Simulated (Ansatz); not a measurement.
## Ansatz (development build ahead of 0.2.0) run

```yaml
crystal:
  periodic: [false, false, false]
  atoms:
    - { symbol: Cu, position_ang: [0.0, 0.0, -0.05314] }
    - { symbol: H, position_ang: [0.0, 0.0, 1.54107] }
basis:
  gaussian: { orbitals: cc-pVDZ }
hamiltonian:
  xc: hf
correlation:
  method: mp2
  frozen_orbitals: { Cu: 5, H: 0 }
```

The input is written out in the form of the current development build from the run's settings.

The run gave:

```yaml
Converged: yes
Reference_energy: -1639.51219 hartree
Correlation_energy: -0.69368 hartree
Total_energy: -1640.20587 hartree
Spin_squared_of_the_determinant: 0.000
```
